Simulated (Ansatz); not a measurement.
**Question.** Name a neutral molecule of B, O, Te and H with HOMO–LUMO gap (B3LYP/def2-TZVPP) between 5.30 and 5.60 eV and LUMO energy (B3LYP/def2-TZVPP) between -1.40 and -1.10 eV (Ansatz, PBE0-D4/def2-TZVP geometry).

**Answer.** `OB(O)[TeH]` (5.32 eV, -1.14 eV). Other molecules can fit too; these were computed, each in one conformer that needn't be the lowest.

B3LYP here is the variant with VWN-RPA as its local correlation; programs differ in this.
